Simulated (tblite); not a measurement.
Record of a relaxation.

Species: C4H14B2Si.
Bonds: B1–C2, C2–B3, C2–C4, C2–Si5, Si5–C6, C6–C7. Hydrogens: H8, H9 on B1; H10, H11 on B3; H12, H13, H14 on C4; H15, H16 on Si5; H17, H18 on C6; H19, H20, H21 on C7.

Computed with GFN2-xTB (tblite), gas phase: L-BFGS steps from a force-field or distance-geometry start until the largest atomic force falls under 0.01 eV/Å. 6 of its 161 geometries are shown.

Step 0: E = -539.5573 eV, largest atomic force 2.705 eV/Å
```
atom  x, y, z in Å  |  force x, y, z in eV/Å
B1     -0.632   -1.619    0.149   -1.855   0.026   0.080
C2     -1.066   -0.076    0.278   -1.120  -2.148   1.204
B3     -1.921   -0.001    1.634    1.704   0.441   0.504
C4     -1.935    0.366   -0.867   -1.368  -0.012  -0.605
Si5     0.384    1.041    0.561   -0.222   1.347   0.948
C6      1.831    0.692   -0.544    1.002   1.478  -0.920
C7      2.572   -0.565   -0.210    1.142  -1.064   0.681
H8     -0.911   -2.152   -0.872    0.606   0.111   0.015
H9     -0.774   -2.328    1.104    0.907   0.324  -0.413
H10    -2.559    0.930    1.946   -0.400  -0.237  -0.412
H11    -1.494   -0.666    2.522   -0.516   0.157  -0.178
H12    -1.536    0.093   -1.845    0.013   0.240   0.051
H13    -2.921   -0.168   -0.760    0.793   0.526  -0.348
H14    -2.154    1.443   -0.819    0.136  -0.334  -0.193
H15    -0.076    2.418    0.216    0.096  -0.165   0.147
H16     0.718    0.992    2.003    0.217   0.061  -0.234
H17     2.563    1.536   -0.390   -0.797  -0.505  -0.300
H18     1.533    0.755   -1.617    0.312  -0.171   0.670
H19     2.459   -1.330   -0.982   -0.051   0.027   0.214
H20     3.671   -0.345   -0.124   -0.926  -0.392  -0.030
H21     2.242   -0.998    0.772    0.328   0.290  -0.879
```

Step 32: E = -540.5296 eV, largest atomic force 0.166 eV/Å
```
atom  x, y, z in Å  |  force x, y, z in eV/Å
B1     -0.657   -1.562    0.159    0.005  -0.035   0.058
C2     -1.216   -0.127    0.314    0.087   0.016   0.008
B3     -1.936    0.098    1.670   -0.067  -0.063  -0.005
C4     -1.988    0.409   -0.901    0.011  -0.001   0.008
Si5     0.345    0.996    0.656   -0.093   0.055   0.043
C6      1.815    0.652   -0.513   -0.066   0.063   0.026
C7      2.571   -0.650   -0.227   -0.007   0.060  -0.011
H8     -0.872   -2.185   -0.812    0.006   0.012   0.018
H9     -0.027   -2.051    1.019   -0.063  -0.014  -0.017
H10    -2.903    0.755    1.705   -0.058   0.023   0.024
H11    -1.545   -0.380    2.663    0.013  -0.023  -0.024
H12    -1.411    0.310   -1.820   -0.018   0.039   0.031
H13    -2.915   -0.150   -1.027    0.063  -0.028  -0.013
H14    -2.259    1.456   -0.770    0.046   0.016  -0.037
H15    -0.105    2.392    0.434    0.072  -0.127   0.052
H16     0.826    0.830    2.040    0.031   0.075  -0.125
H17     2.496    1.498   -0.417    0.015  -0.007   0.007
H18     1.479    0.655   -1.551    0.058   0.020  -0.015
H19     2.223   -1.436   -0.895    0.024  -0.036   0.160
H20     3.642   -0.518   -0.377   -0.053  -0.030  -0.102
H21     2.429   -0.974    0.803   -0.005  -0.015  -0.087
```

Step 64: E = -540.6510 eV, largest atomic force 0.070 eV/Å
```
atom  x, y, z in Å  |  force x, y, z in eV/Å
B1     -0.653   -1.560    0.275   -0.013  -0.018   0.021
C2     -1.156   -0.091    0.347   -0.010   0.006   0.018
B3     -2.040    0.008    1.621   -0.005   0.008  -0.005
C4     -1.827    0.437   -0.931    0.010   0.003  -0.007
Si5     0.382    1.029    0.722   -0.030   0.018   0.017
C6      1.806    0.713   -0.513   -0.030  -0.009   0.040
C7      2.481   -0.637   -0.300    0.005  -0.032   0.027
H8     -0.861   -2.209   -0.678    0.006   0.000  -0.056
H9     -0.124   -2.069    1.188   -0.004   0.043   0.014
H10    -3.134    0.430    1.550    0.069  -0.013   0.006
H11    -1.637   -0.358    2.656   -0.030   0.018  -0.002
H12    -1.135    0.462   -1.771    0.016  -0.047  -0.030
H13    -2.667   -0.197   -1.206    0.003  -0.030  -0.013
H14    -2.210    1.446   -0.787    0.006   0.025   0.020
H15    -0.074    2.422    0.554    0.016  -0.013   0.029
H16     0.895    0.845    2.087    0.008   0.007  -0.040
H17     2.545    1.507   -0.392   -0.007  -0.016  -0.030
H18     1.455    0.772   -1.545   -0.010   0.032   0.033
H19     1.761   -1.444   -0.431    0.025   0.009  -0.011
H20     3.300   -0.786   -1.002   -0.024   0.012  -0.020
H21     2.885   -0.706    0.709    0.000  -0.004  -0.010
```

Step 96: E = -540.6659 eV, largest atomic force 0.030 eV/Å
```
atom  x, y, z in Å  |  force x, y, z in eV/Å
B1     -0.618   -1.574    0.323   -0.004   0.000   0.009
C2     -1.149   -0.115    0.365    0.006   0.003  -0.005
B3     -2.071    0.061    1.603    0.011  -0.010  -0.009
C4     -1.751    0.386   -0.957    0.007  -0.008  -0.004
Si5     0.373    1.009    0.799    0.005  -0.019  -0.012
C6      1.749    0.744   -0.499    0.006  -0.005   0.012
C7      2.429   -0.615   -0.363    0.013  -0.001  -0.009
H8     -0.723   -2.214   -0.655   -0.026   0.000   0.010
H9     -0.153   -2.072    1.275    0.000  -0.004   0.019
H10    -3.121    0.570    1.489    0.004   0.000  -0.004
H11    -1.741   -0.322    2.657   -0.003   0.010  -0.012
H12    -1.046    0.280   -1.780   -0.002   0.015  -0.014
H13    -2.637   -0.195   -1.208   -0.006   0.010   0.008
H14    -2.045    1.433   -0.891    0.005  -0.017  -0.005
H15    -0.072    2.413    0.744   -0.004  -0.009   0.000
H16     0.920    0.732    2.132    0.011   0.008   0.001
H17     2.499    1.528   -0.390   -0.011   0.003   0.008
H18     1.352    0.843   -1.511   -0.008   0.000   0.029
H19     1.696   -1.419   -0.428   -0.003   0.017  -0.006
H20     3.168   -0.762   -1.149    0.010   0.007  -0.004
H21     2.932   -0.695    0.598   -0.010   0.000  -0.012
```

Step 128: E = -540.6729 eV, largest atomic force 0.018 eV/Å
```
atom  x, y, z in Å  |  force x, y, z in eV/Å
B1     -0.662   -1.620    0.413    0.002  -0.006  -0.001
C2     -1.131   -0.142    0.372    0.009   0.004   0.003
B3     -2.088    0.099    1.571   -0.003   0.007   0.006
C4     -1.674    0.333   -0.985   -0.005   0.002   0.002
Si5     0.378    0.978    0.856    0.007  -0.009  -0.013
C6      1.732    0.793   -0.476    0.004  -0.003   0.001
C7      2.412   -0.572   -0.450   -0.005   0.000   0.000
H8     -0.841   -2.320   -0.512    0.008  -0.002   0.001
H9     -0.176   -2.072    1.378   -0.004   0.005  -0.007
H10    -3.106    0.655    1.408   -0.001  -0.001  -0.008
H11    -1.815   -0.273    2.645    0.005   0.001   0.001
H12    -0.967    0.138   -1.790    0.000   0.001   0.006
H13    -2.598   -0.190   -1.224    0.001  -0.017   0.002
H14    -1.892    1.401   -0.974    0.000   0.009  -0.002
H15    -0.071    2.383    0.872   -0.002   0.000   0.002
H16     0.945    0.642    2.167   -0.002   0.006  -0.003
H17     2.483    1.569   -0.328    0.001  -0.005   0.009
H18     1.315    0.965   -1.470    0.000   0.001   0.006
H19     1.676   -1.369   -0.545   -0.016   0.005  -0.007
H20     3.129   -0.667   -1.264    0.004   0.004   0.001
H21     2.941   -0.715    0.489   -0.002  -0.001   0.000
```

Step 160: E = -540.6757 eV, largest atomic force 0.010 eV/Å
```
atom  x, y, z in Å  |  force x, y, z in eV/Å
B1     -0.644   -1.621    0.466   -0.005   0.004  -0.002
C2     -1.114   -0.144    0.382    0.001   0.005  -0.004
B3     -2.093    0.116    1.560    0.001  -0.004  -0.003
C4     -1.640    0.295   -0.993    0.003   0.001   0.000
Si5     0.382    0.988    0.873    0.005   0.006   0.003
C6      1.747    0.825   -0.450    0.000  -0.002  -0.002
C7      2.351   -0.574   -0.514   -0.002  -0.002   0.000
H8     -0.821   -2.348   -0.437   -0.001  -0.001  -0.004
H9     -0.163   -2.043    1.445    0.008  -0.006   0.002
H10    -3.119    0.645    1.363   -0.006   0.006   0.001
H11    -1.826   -0.213    2.650   -0.001  -0.006   0.001
H12    -0.905    0.122   -1.777    0.002   0.000   0.006
H13    -2.534   -0.271   -1.251    0.003   0.000   0.006
H14    -1.903    1.353   -1.000    0.006  -0.004   0.002
H15    -0.073    2.391    0.899   -0.002   0.000  -0.004
H16     0.946    0.645    2.183   -0.004   0.006  -0.002
H17     2.536    1.544   -0.230   -0.005   0.002  -0.003
H18     1.360    1.092   -1.434   -0.004   0.005   0.003
H19     1.574   -1.319   -0.682   -0.006  -0.007  -0.004
H20     3.081   -0.649   -1.319    0.003  -0.001   0.001
H21     2.849   -0.817    0.422    0.003  -0.003   0.002
```

Task: Summarise the path.

Result: The energy falls by 1.1184 eV from step 0 to step 160; nine tenths of that is first reached at step 41. It falls at every step. The largest force goes from 2.705 to 0.010 eV/Å. Among the bonds C2–Si5 changes most, from 1.852 to 1.940 Å; the atoms move by 0.596 Å rms after alignment.

Task: Follow the three bonds and two angles with the largest change from start to end.

Result: 
```json
{"step": "0", "E above end (eV)": "1.1184", "largest force (eV/Å)": "2.705", "C2–Si5 (Å)": "1.852", "B1–C2 (Å)": "1.608", "Si5–C6 (Å)": "1.853", "C2–B3–H11 (°)": "114.4", "B3–C2–C4 (°)": "108.8"}
{"step": "7", "E above end (eV)": "0.3666", "largest force (eV/Å)": "0.447", "C2–Si5 (Å)": "1.933", "B1–C2 (Å)": "1.562", "Si5–C6 (Å)": "1.903", "C2–B3–H11 (°)": "118.3", "B3–C2–C4 (°)": "115.0"}
{"step": "14", "E above end (eV)": "0.2565", "largest force (eV/Å)": "0.291", "C2–Si5 (Å)": "1.971", "B1–C2 (Å)": "1.552", "Si5–C6 (Å)": "1.913", "C2–B3–H11 (°)": "121.3", "B3–C2–C4 (°)": "115.9"}
{"step": "21", "E above end (eV)": "0.2041", "largest force (eV/Å)": "0.195", "C2–Si5 (Å)": "1.960", "B1–C2 (Å)": "1.551", "Si5–C6 (Å)": "1.904", "C2–B3–H11 (°)": "120.1", "B3–C2–C4 (°)": "114.7"}
{"step": "28", "E above end (eV)": "0.1666", "largest force (eV/Å)": "0.152", "C2–Si5 (Å)": "1.941", "B1–C2 (Å)": "1.546", "Si5–C6 (Å)": "1.906", "C2–B3–H11 (°)": "121.9", "B3–C2–C4 (°)": "114.4"}
{"step": "35", "E above end (eV)": "0.1365", "largest force (eV/Å)": "0.142", "C2–Si5 (Å)": "1.944", "B1–C2 (Å)": "1.549", "Si5–C6 (Å)": "1.911", "C2–B3–H11 (°)": "121.2", "B3–C2–C4 (°)": "113.4"}
{"step": "42", "E above end (eV)": "0.1051", "largest force (eV/Å)": "0.293", "C2–Si5 (Å)": "1.939", "B1–C2 (Å)": "1.554", "Si5–C6 (Å)": "1.914", "C2–B3–H11 (°)": "119.9", "B3–C2–C4 (°)": "114.3"}
{"step": "49", "E above end (eV)": "0.0648", "largest force (eV/Å)": "0.290", "C2–Si5 (Å)": "1.941", "B1–C2 (Å)": "1.555", "Si5–C6 (Å)": "1.911", "C2–B3–H11 (°)": "120.9", "B3–C2–C4 (°)": "114.7"}
{"step": "56", "E above end (eV)": "0.0353", "largest force (eV/Å)": "0.084", "C2–Si5 (Å)": "1.940", "B1–C2 (Å)": "1.550", "Si5–C6 (Å)": "1.910", "C2–B3–H11 (°)": "121.2", "B3–C2–C4 (°)": "114.8"}
{"step": "63", "E above end (eV)": "0.0258", "largest force (eV/Å)": "0.106", "C2–Si5 (Å)": "1.940", "B1–C2 (Å)": "1.553", "Si5–C6 (Å)": "1.912", "C2–B3–H11 (°)": "120.7", "B3–C2–C4 (°)": "114.2"}
{"step": "70", "E above end (eV)": "0.0215", "largest force (eV/Å)": "0.037", "C2–Si5 (Å)": "1.938", "B1–C2 (Å)": "1.552", "Si5–C6 (Å)": "1.909", "C2–B3–H11 (°)": "121.1", "B3–C2–C4 (°)": "114.3"}
{"step": "77", "E above end (eV)": "0.0186", "largest force (eV/Å)": "0.067", "C2–Si5 (Å)": "1.941", "B1–C2 (Å)": "1.553", "Si5–C6 (Å)": "1.909", "C2–B3–H11 (°)": "120.9", "B3–C2–C4 (°)": "114.6"}
{"step": "83", "E above end (eV)": "0.0160", "largest force (eV/Å)": "0.052", "C2–Si5 (Å)": "1.940", "B1–C2 (Å)": "1.554", "Si5–C6 (Å)": "1.908", "C2–B3–H11 (°)": "120.5", "B3–C2–C4 (°)": "114.8"}
{"step": "90", "E above end (eV)": "0.0120", "largest force (eV/Å)": "0.065", "C2–Si5 (Å)": "1.939", "B1–C2 (Å)": "1.551", "Si5–C6 (Å)": "1.908", "C2–B3–H11 (°)": "120.8", "B3–C2–C4 (°)": "114.9"}
{"step": "97", "E above end (eV)": "0.0096", "largest force (eV/Å)": "0.028", "C2–Si5 (Å)": "1.942", "B1–C2 (Å)": "1.553", "Si5–C6 (Å)": "1.909", "C2–B3–H11 (°)": "120.9", "B3–C2–C4 (°)": "114.5"}
{"step": "104", "E above end (eV)": "0.0078", "largest force (eV/Å)": "0.048", "C2–Si5 (Å)": "1.941", "B1–C2 (Å)": "1.552", "Si5–C6 (Å)": "1.908", "C2–B3–H11 (°)": "121.0", "B3–C2–C4 (°)": "114.2"}
{"step": "111", "E above end (eV)": "0.0059", "largest force (eV/Å)": "0.035", "C2–Si5 (Å)": "1.942", "B1–C2 (Å)": "1.551", "Si5–C6 (Å)": "1.908", "C2–B3–H11 (°)": "121.0", "B3–C2–C4 (°)": "114.1"}
{"step": "118", "E above end (eV)": "0.0040", "largest force (eV/Å)": "0.033", "C2–Si5 (Å)": "1.939", "B1–C2 (Å)": "1.551", "Si5–C6 (Å)": "1.909", "C2–B3–H11 (°)": "121.2", "B3–C2–C4 (°)": "114.3"}
{"step": "125", "E above end (eV)": "0.0030", "largest force (eV/Å)": "0.025", "C2–Si5 (Å)": "1.939", "B1–C2 (Å)": "1.552", "Si5–C6 (Å)": "1.908", "C2–B3–H11 (°)": "121.0", "B3–C2–C4 (°)": "114.5"}
{"step": "132", "E above end (eV)": "0.0026", "largest force (eV/Å)": "0.012", "C2–Si5 (Å)": "1.940", "B1–C2 (Å)": "1.551", "Si5–C6 (Å)": "1.907", "C2–B3–H11 (°)": "120.9", "B3–C2–C4 (°)": "114.5"}
{"step": "139", "E above end (eV)": "0.0020", "largest force (eV/Å)": "0.049", "C2–Si5 (Å)": "1.941", "B1–C2 (Å)": "1.551", "Si5–C6 (Å)": "1.909", "C2–B3–H11 (°)": "121.1", "B3–C2–C4 (°)": "114.6"}
{"step": "146", "E above end (eV)": "0.0011", "largest force (eV/Å)": "0.029", "C2–Si5 (Å)": "1.940", "B1–C2 (Å)": "1.551", "Si5–C6 (Å)": "1.908", "C2–B3–H11 (°)": "121.1", "B3–C2–C4 (°)": "114.5"}
{"step": "153", "E above end (eV)": "0.0003", "largest force (eV/Å)": "0.021", "C2–Si5 (Å)": "1.939", "B1–C2 (Å)": "1.551", "Si5–C6 (Å)": "1.908", "C2–B3–H11 (°)": "120.9", "B3–C2–C4 (°)": "114.4"}
{"step": "160", "E above end (eV)": "0.0000", "largest force (eV/Å)": "0.010", "C2–Si5 (Å)": "1.940", "B1–C2 (Å)": "1.551", "Si5–C6 (Å)": "1.908", "C2–B3–H11 (°)": "121.1", "B3–C2–C4 (°)": "114.5"}
```

The cost below is that of the whole relaxation. Time: 4.3 s. Hardware: one thread of an Intel Xeon at 2.50 GHz, no GPU, shared host with 64 logical CPUs at a one-minute load of 63.
